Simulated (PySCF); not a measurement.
**How methods differ on the excitation energy of Cr⁺**

Cr⁺ [Ar] 3d5 (6S) → Cr⁺ [Ar] 3d4 4s1 (6D), as a difference of total energies. Calculation: PySCF 2.14, in aug-cc-pVDZ-DK (7s6p4d2f, 59 functions); scalar relativity by spin-free X2C-1e. Correlated levels: valence: [Ar] frozen. The calculations carry no spin-orbit coupling.

```csv
method,excitation energy (eV)
UHF,0.787
LDA,1.717
PBE,1.609
PBE0,1.550
r2SCAN,1.470
wB97M-V,1.623
BHandHLYP,1.318
BP86,1.550
PW91,1.623
MP2 (valence),1.401
SCS-MP2 (valence),0.992
```

Q: How much does correlation contribute at MP2 (valence)?

A: 1.401 − (0.787) = 0.614 eV, measured against UHF.

Errors of the correlated levels include the incompleteness of this basis and the frozen core.

For comparison: 1.522 eV (measured; NIST levels, between the centres of gravity of the two terms).
